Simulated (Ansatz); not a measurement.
Species: C₃HF₄, net charge 0, doublet state. It need not be the lowest isomer of its formula. SMILES: F/[C]=C/C(F)(F)F
Structure (B3LYP-D3(BJ)/def2-TZVP (Ansatz, an electronic-structure program) minimum search):
```xyz
8

F      2.2558    -0.4195    -0.5784
C      1.7543     0.4874     0.2018
C      0.5216     0.7655     0.5570
C     -0.7004     0.0277     0.0975
F     -1.3724    -0.4894     1.1475
F     -0.4186    -0.9807    -0.7404
F     -1.5534     0.8594    -0.5367
H      0.3454     1.5885     1.2350
```
Charge 0, spin multiplicity 2.

Property: atomisation energy (electronic, to ground-state atoms), in kcal/mol. Cores are frozen in the correlated levels unless marked. Open shells are spin-unrestricted. Spin-orbit coupling is left out. No relativistic terms. The coupled-cluster limit lacks core correlation, which all-electron functionals hold. CBS(X,Y): correlation extrapolated as X^-3; Hartree-Fock from the larger set.

```csv
level,program,atomisation energy (kcal/mol)
BLYP/def2-TZVPD,Ansatz,792.6
```

Question: What does CCSD(T)/CBS(cc-pVTZ,cc-pVQZ) (Ansatz) give?

Answer: 787.7 kcal/mol
